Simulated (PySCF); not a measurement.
Si(H)2(F)(Me) (CH₅FSi), SMILES C[SiH2]F.

The structure is a stationary point at B3LYP-D3(BJ)/def2-TZVP.

The numbers are results of r2SCAN/def2-TZVPD run with PySCF, not measurements.

Symmetry labels are those of the subgroup Cs that the program uses (full group Cs).

Computed valence orbital energies around the gap with their symmetry:
```
orbital  symmetry  energy (eV)
-------  --------  -----------
HOMO−7         A'       -13.71
HOMO−6         A'       -11.34
HOMO−5         A"       -11.12
HOMO−4         A'       -10.74
HOMO−3         A"       -10.35
HOMO−2         A'       -10.25
HOMO−1         A"        -8.29
HOMO           A'        -8.18
LUMO           A'        -0.04
LUMO+1         A'         0.40
LUMO+2         A'         1.38
LUMO+3         A'         1.59
```
